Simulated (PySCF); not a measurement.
Multinuclear NMR of 1,2,3,4-Tetrahydroquinoline

Geometry (Å), atoms numbered from 1 in this order:
```xyz
21

C     2.6294   -0.7731   -0.5545
C     2.6667    0.6186   -0.4673
C     1.4958    1.3401   -0.2744
C     0.2538    0.6891   -0.1697
C     0.2080   -0.7203   -0.2635
C     1.4005   -1.4203   -0.4477
C    -1.1185   -1.4340   -0.1790
C    -2.1761   -0.5845    0.5139
C    -2.1964    0.8136   -0.0822
N    -0.8962    1.4161    0.0599
H     3.5464   -1.3472   -0.7012
H     3.6182    1.1504   -0.5466
H     1.5302    2.4308   -0.1966
H     1.3563   -2.5120   -0.5113
H    -1.4650   -1.6870   -1.1978
H    -0.9925   -2.3954    0.3438
H    -3.1708   -1.0466    0.4228
H    -1.9473   -0.5049    1.5896
H    -2.5166    0.7519   -1.1445
H    -2.9363    1.4422    0.4378
H    -0.8310    2.4094   -0.1136
```

How the numbers were obtained: PBE0-D3(BJ)/def2-SVP geometry, NMR shieldings at PBE0/pcSseg-1/GIAO, in PySCF 2.14.0 with density-fitted response routines (isolated molecule, one conformer, rapidly exchanging positions averaged, non-relativistic Hamiltonian).

Question: What are the ¹⁵N shifts?

Answer: 
```csv
atoms,environment,σ (ppm),δ (ppm)
N10,aniline-type nitrogen,181.3,-316.4
```

Shieldings were converted by a linear fit to measured shifts: ¹⁵N (scatter 7.2 ppm rms vs CH3NO2, solution or neat liquid). A few per cent of atoms miss by over 2 rms, more outside the fitted compound classes.

On a 400 MHz spectrometer ¹⁵N resonates near 40.5 MHz, so 1 ppm is 40.5 Hz.
